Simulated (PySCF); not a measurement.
OsO4 (singlet state).
Z-matrix (Å and degrees, PBE0-D3(BJ)/def2-SVP geometry), rows numbered from 1:
```
Os
O   1  1.6927
O   1  1.6923  2  109.42
O   1  1.6929  2  109.50  3  -119.96
O   1  1.6928  2  109.50  3   119.96
```

Method: PySCF, TDDFT PBE0/def2-SVPD, vertical, gas phase, core orbitals frozen in the response, def2 core potentials past Kr. Spin–orbit coupling is left out.

Frontier orbitals with the atoms that hold most of them (Löwdin shares over 4%, at most four atoms):

```csv
orbital,ε (eV),atoms
HOMO-3,-11.32,"O5 23%, O4 23%, O2 23%, O3 21%"
HOMO-2,-10.73,"O3 36%, O5 30%, O2 27%"
HOMO-1,-10.73,"O4 36%, O3 36%, O2 14%, O5 10%"
HOMO,-10.73,"O4 32%, O5 32%, O2 31%"
LUMO,-4.47,"Os1 45%, O3 14%, O5 14%, O4 14%"
LUMO+1,-4.47,"Os1 45%, O3 14%, O2 14%, O4 14%"
LUMO+2,-1.99,"Os1 45%, O2 18%, O4 14%, O5 13%"
```

Within 0.005 eV of a neighbour in this list lie HOMO-2/HOMO-1/HOMO and LUMO/LUMO+1 (point group found: Td); within a degenerate set the shares of single atoms can hang on how the components are chosen.

Problem. The HOMO–LUMO gap is 6.26 eV. Where does the response calculation put the lowest singlet, and from which orbitals?

Solution. S1 is at 4.25 eV (f = 0.0000), 2.01 eV below the gap, made of HOMO-2/HOMO-1/HOMO→LUMO/LUMO+1 (≥85%). S1/S2/S3 lie within about 0.01 eV of each other. 

For S1 the Löwdin share of osmium is at most 4% in HOMO and 45% in LUMO.

Next come S2 at 4.25 eV (f 0.0000), HOMO-2/HOMO-1/HOMO→LUMO/LUMO+1 (≥84%); S3 at 4.26 eV (f 0.0000), HOMO-2/HOMO-1/HOMO→LUMO/LUMO+1 (≥83%); S4 at 4.71 eV (f 0.0052), HOMO-2/HOMO-1/HOMO→LUMO/LUMO+1 (≥38%), HOMO-4→LUMO/LUMO+1 (≥24%); S5 at 4.71 eV (f 0.0052), HOMO-2/HOMO-1/HOMO→LUMO/LUMO+1 (≥41%), HOMO-5→LUMO/LUMO+1 (≥21%).

Orbitals of the list HOMO-3 to LUMO+2 that lie within 0.01 eV of each other are written together with a slash and their weights summed (≥ marks a lower bound); for degenerate orbitals outside that list single weights are arbitrary.

Hardware: Arm Neoverse V1, one thread (shared host). Cost: 11 s.
